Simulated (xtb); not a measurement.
CAlCl2F3, SMILES F[C](F)(F)[Al]([Cl])[Cl]. All values are semi-empirical tight-binding results from xtb (GFN2-xTB unless named), good for trends rather than for accurate numbers. Coordinates come from a GFN2-xTB optimisation. The structure was generated by enumeration; whether it is a known compound was not checked.

For metal compounds this method's bond lengths and energies can be far off.

Computed properties:
```
Property                                       Result
-------------------------------------  --------------
orbital gap                                   3.77 eV
zero-point energy                        9.5 kcal/mol
G − E(el) at 298.15 K (modified RRHO)  -13.6 kcal/mol
```
